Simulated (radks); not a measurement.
Results of a calculation; reference values are marked as such.
Trend from Rb+ to Xe+: ionisation energy by Delta-SCF between NIST ground configurations, and size. Code: a radial shooting solver on a logarithmic mesh with Libxc functionals. Model: scalar-relativistic Kohn-Sham, PBE, spin-polarised, spherical densities, finite nucleus; open shells are filled with parallel spins first (spin-orbit coupling, left out, can overturn this in heavy ions); Fermi nuclear charge, rms radius of each element as measured or else 0.836 A^(1/3) + 0.57 fm.

species,configuration,configuration of the ion,IE (eV),NIST (eV),kind,outermost,<r> outermost (bohr)
Rb+,[Kr],[Ar] 3d10 4s2 4p5,27.360,27.290,exp.,4p,1.71
Sr+,[Kr] 5s1,[Kr],11.193,11.030,exp.,5s,3.87
Zr+,[Kr] 4d2 5s1,[Kr] 4d2,13.461,13.130,exp.,5s,3.37
Nb+,[Kr] 4d4,[Kr] 4d3,14.922,14.320,semi-emp.,4d,2.03
Mo+,[Kr] 4d5,[Kr] 4d4,16.538,16.2,semi-emp.,4d,1.87
Tc+,[Kr] 4d5 5s1,[Kr] 4d5,15.600,15.260,semi-emp.,5s,2.97
Ru+,[Kr] 4d7,[Kr] 4d6,16.717,16.8,semi-emp.,4d,1.67
Rh+,[Kr] 4d8,[Kr] 4d7,18.521,18.080,semi-emp.,4d,1.56
Pd+,[Kr] 4d9,[Kr] 4d8,20.252,19.4,semi-emp.,4d,1.47
Ag+,[Kr] 4d10,[Kr] 4d9,21.930,21.484,exp.,4d,1.39
Cd+,[Kr] 4d10 5s1,[Kr] 4d10,17.352,16.908,exp.,5s,2.64
In+,[Kr] 4d10 5s2,[Kr] 4d10 5s1,18.979,18.870,exp.,5s,2.48
Sn+,[Kr] 4d10 5s2 5p1,[Kr] 4d10 5s2,14.158,14.633,exp.,5p,2.89
Sb+,[Kr] 4d10 5s2 5p2,[Kr] 4d10 5s2 5p1,16.518,16.63,exp.,5p,2.65
Te+,[Kr] 4d10 5s2 5p3,[Kr] 4d10 5s2 5p2,18.738,18.6,exp.,5p,2.46
I+,[Kr] 4d10 5s2 5p4,[Kr] 4d10 5s2 5p3,18.639,19.131,exp.,5p,2.34
Xe+,[Kr] 4d10 5s2 5p5,[Kr] 4d10 5s2 5p4,21.105,20.975,semi-emp.,5p,2.19

Reference values: NIST Atomic Spectra Database (exp. = measured, semi-emp. = semi-empirical, theory = theoretical value adopted there). Open shells are spherical and high-spin; term and fine-structure splittings are not resolved. Spin-orbit splitting is averaged out at the scalar-relativistic level.
